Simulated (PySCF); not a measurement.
**Which element holds O most strongly?**

PBE in PySCF with def2-TZVPP on every atom (core potentials on Mo, Ru, Sn, Sb), for the lowest determinant that a PBE0 search found; no spin–orbit coupling. D0 is De less the harmonic zero-point energy.

| M | state (unpaired electrons) | Re (Å) | ωe (cm⁻¹) | D0(MO) (eV) |
| --- | --- | --- | --- | --- |
| Sb | doublet (π ↑) | 1.837 | 815 | 4.73 |
| P | doublet (π ↑) | 1.497 | 1200 | 6.56 |
| Ru | quintet (σ ↑, π ↑↑, δ ↑) | 1.707 | 895 | 5.80 |
| As | doublet (π ↑) | 1.643 | 956 | 5.47 |
| Mo | quintet (σ ↑, π ↑, δ ↑↑) | 1.699 | 946 | 6.06 |
| Sn | singlet (closed shell) | 1.848 | 806 | 6.12 |
| Al | doublet (σ ↑) | 1.633 | 957 | 5.64 |

**Question.** Order the elements by D0 and give the energy of PO + Ru → RuO + P.

**Answer.** P > Sn > Mo > Ru > Al > As > Sb; ΔE = 6.56 − 5.80 = +0.76 eV at PBE/def2-TZVPP. Close neighbours can swap at other levels.

The metal atom is held in its measured ground configuration; semilocal functionals can put another filling of s and d lower by some tenths of an eV, and De to that atom would be smaller. These are scalar-relativistic numbers at best; spin–orbit coupling would shift them, the dissociation energy most. States were picked by a PBE0 search and need not be the measured ground states.
